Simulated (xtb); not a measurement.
InHI₂, SMILES [I][InH][I]. All values are semi-empirical tight-binding results from xtb (GFN2-xTB unless named), good for trends rather than for accurate numbers. Geometry: GFN2-xTB.

Optimised geometry:

```xyz
4

In     0.0000     0.0000    -0.9091
H      0.0000     0.0000    -2.6153
I      0.0000     2.3194     0.4449
I      0.0000    -2.3194     0.4449
```
Charge 0, spin multiplicity 1.

For metal compounds this method's bond lengths and energies can be far off.

Task: Estimate the properties. (Estimate from the structure and the level; the computed values follow.)

Result: 
```json
{
 "point_group_as_xtb_finds_it": "C2v",
 "orbital_gap": "3.34 eV",
 "zero_point_energy": "4.0 kcal/mol",
 "G − E(el) at 298.15 K (modified RRHO)": "-17.0 kcal/mol"
}
```

Computed atomic charges and the Wiberg bond orders between heavy atoms:
charges (e) In1 0.18, H2 -0.01, I3 -0.08, I4 -0.08. Bond orders In1–I3 1.11, In1–I4 1.11.
